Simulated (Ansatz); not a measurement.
Reaction (atomization): `C[B-](C)(C)[OH2+]` → B• + 3 C• + 11 H• + O•

Calculated with Ansatz (gas phase, PBE0-D4/def2-TZVP geometries, no zero-point term in ΔE). CBS: MP2 limit from def2 TZ/QZ plus the TZ coupled-cluster correction, frozen cores. This one scheme is used for every species, atoms too. DFT in def2-TZVPP. B3LYP here is the variant with VWN-RPA as its local correlation; programs differ in this. Open shells (•) are unrestricted, without spin–orbit coupling. Spin–orbit coupling would lower the free atoms: a little for B, C, O. Each species was taken in one conformer, which may not be the lowest.

`C[B-](C)(C)[OH2+]`:

Cartesian coordinates in Å:
```
C 0.766 1.015 0.904
B -0.100 0.039 -0.024
C -0.358 0.530 -1.520
C -1.288 -0.749 0.694
O 1.070 -1.334 -0.322
H 0.160 1.894 1.155
H 1.670 1.404 0.419
H 1.062 0.572 1.863
H -0.800 -0.243 -2.157
H 0.540 0.910 -2.023
H -1.067 1.366 -1.502
H -1.004 -1.208 1.650
H -1.731 -1.528 0.065
H -2.091 -0.042 0.930
H 1.298 -1.689 0.545
H 1.874 -0.937 -0.676
```

```json
{"level": "PBE0-D4", "ΔE (kcal/mol)": "1441.7", "difference from CCSD(T)/CBS": "3.2"}
{"level": "PBE-QIDH", "ΔE (kcal/mol)": "1432.7", "difference from CCSD(T)/CBS": "-5.8"}
{"level": "PBE", "ΔE (kcal/mol)": "1451.4", "difference from CCSD(T)/CBS": "12.9"}
{"level": "B3LYP", "ΔE (kcal/mol)": "1429.4", "difference from CCSD(T)/CBS": "-9.1"}
{"level": "r2SCAN0", "ΔE (kcal/mol)": "1427.6", "difference from CCSD(T)/CBS": "-10.9"}
{"level": "BHLYP", "ΔE (kcal/mol)": "1401.0", "difference from CCSD(T)/CBS": "-37.5"}
{"level": "LC-ωPBE", "ΔE (kcal/mol)": "1433.6", "difference from CCSD(T)/CBS": "-4.9"}
{"level": "HF/def2-QZVPP", "ΔE (kcal/mol)": "1087.5", "difference from CCSD(T)/CBS": "-351.0"}
{"level": "MP2/def2-QZVPP", "ΔE (kcal/mol)": "1438.5", "difference from CCSD(T)/CBS": "0.0"}
{"level": "HF/CBS(def2)", "ΔE (kcal/mol)": "1087.7", "difference from CCSD(T)/CBS": "-350.8"}
{"level": "CCSD(T)/CBS", "ΔE (kcal/mol)": "1438.5", "difference from CCSD(T)/CBS": "0"}
```

Largest T1 diagnostic among the species: 0.014.

From BLYP to BHLYP (50 % exact exchange), in def2-TZVPP and without D4, ΔE moves by −16.1 kcal/mol: exact exchange takes away binding that semilocal exchange gives to molecules. The D4 term adds +10.6 kcal/mol with B3LYP and +5.7 kcal/mol with PBE0; it sums over pairs of atoms, weighted by their polarisabilities, and B3LYP, whose exchange is more repulsive, gets the larger term.

For atomizations the MP2-based limit and the directly extrapolated one differ by several kJ/mol either way, and by 10 to 25 for some Ge, Se and Sn compounds, so smaller differences from it don't rank the levels.
